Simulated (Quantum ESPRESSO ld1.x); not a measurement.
Task: The aim is neutral nitrogen in [He] 2s2 2p3. This ld1.x (Quantum ESPRESSO 7.5) run was made with `OMP_NUM_THREADS=1 ld1.x < ld1.in > ld1.out`. Can the result be used? Name any fault.

```
 &input
    zed=7.0,
    iswitch=1,
    rel=1,
    dft='PBESOL',
    config='[He] 2s2 2p3',
    beta=2.0,
    prefix='ld1',
    max_out_wfc=37,
    file_charge='ld1.rho',
 /
```

Output (excerpt):

```
     Program LD1 v.7.5 starts

     --------------------------- All-electron run ----------------------------

     scalar relativistic calculation

     atomic number is  7.00
     dft =PBESOL   lsd =0 sic =0 latt =0  beta=2.00 tr2=1.0E-14
     Exchange-correlation= PBESOL
                           (   1   4  10   8   0   0   0)
     mesh =1819 r(mesh) =  99.29447 a.u. xmin = -8.00 dx = 0.00800
     1 Ry =  13.60569312 eV, c = 137.03599908

     n l     nl                  e(Ry)          e(Ha)          e(eV)
     1 0     1S 1( 2.00)       -28.1565       -14.0783      -383.0891
     2 0     2S 1( 2.00)        -1.3565        -0.6782       -18.4558
     2 1     2P 1( 3.00)        -0.5171        -0.2586        -7.0362

     final scf error:  2.2E-15 reached in  47 iterations

     Etot =    -108.483569 Ry,     -54.241785 Ha,   -1475.994149 eV

     Ekin =     108.209376 Ry,      54.104688 Ha,    1472.263559 eV
     Encl =    -255.680039 Ry,    -127.840019 Ha,   -3478.704147 eV
     Eh   =      51.672082 Ry,      25.836041 Ha,     703.034487 eV
     Exc  =     -12.684988 Ry,      -6.342494 Ha,    -172.588048 eV
```

Result: Yes, it can be used (harmless). The line at issue: beta=2.0. The Broyden-type mixing copes: 47 iterations against 26, same energy.
